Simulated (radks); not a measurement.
Question: The mean radii <r> (bohr) of the occupied orbitals of an atom or ion are listed with their occupations. All-electron calculation, Dirac Kohn-Sham, PBE, spin-unpolarised, spherical densities, finite nucleus; Fermi nuclear charge, rms radius of each element as measured or else 0.836 A^(1/3) + 0.57 fm. Program: a radial shooting solver on a logarithmic mesh with Libxc functionals.

| orbital | occ. | <r> |
|---|---|---|
| 1s1/2 | 2 | 0.02363 |
| 2s1/2 | 2 | 0.1003 |
| 2p1/2 | 2 | 0.08399 |
| 2p3/2 | 4 | 0.09037 |
| 3s1/2 | 2 | 0.2611 |
| 3p1/2 | 2 | 0.2501 |
| 3p3/2 | 4 | 0.2616 |
| 3d3/2 | 4 | 0.2318 |
| 3d5/2 | 6 | 0.2354 |

Name the element and its charge. Open shells, if any, fill j = l - 1/2 first.

Answer: Z = 60, neodymium, charge +32: Nd32+ in [Ar] 3d10. The 1s radius gives Z: for a bare nucleus <r> = (2 gamma + 1)/(2Z) with gamma = sqrt(1 - (Z/c)^2), 0.02332 bohr for Z = 60, and screening makes it slightly larger (0.02363 here). The occupations add up to 28, and the charge is Z minus that.
